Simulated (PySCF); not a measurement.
**Calculated NMR data**

Relativity neglected, one averaged value for each set of equivalent atoms, no solvent, a single conformation. Coordinates at the GFN2-xTB level; GIAO PBE0/pcSseg-1 shieldings; PySCF 2.14.0 with density-fitted response routines.

References, each an isolated molecule treated in the same way: TMS for ¹H and ¹³C. Splittings of carbon signals by F and P are missing where no couplings were computed. Where no couplings were computed, multiplicities follow the n + 1 count of equivalent neighbours, and m marks all less simple cases (inequivalent or close neighbours, rings, F or P nearby). Shifts are as computed. Against solution values, carbons near 30 ppm lie about +3 ppm off and those near 130 ppm about +5 ppm. Of 1211 compounds with measured shifts, 218 miss one by over three times the rms of a fit or turn the order of signals round; such compounds aren't used in these exercises.

**1.** `F/C=C(\C)[C@H]1CCO[SiH2]O1`, C6H11FO2Si. ¹H NMR (600 MHz, computed): δ 7.23 (m, 1H), 5.12 (m, 1H), 5.05 (m, 1H), 4.58 (m, 1H), 4.52 (m, 1H), 4.35 (m, 1H), 1.78 (m, 1H), 1.77 (s, 3H), 1.64 (m, 1H). ¹³C{¹H} NMR (computed): δ 157.0, 128.0, 78.6, 66.7, 43.0, 12.3.

**2.** `Cc1pc(F)pc(C#N)p1`, C5H3FNP3. ¹H NMR (600 MHz, computed): δ 3.59 (m, 3H). ¹³C{¹H} NMR (computed): δ 255.0 (C), 220.7 (C), 176.5 (C), 125.4 (C), 31.8 (CH3).
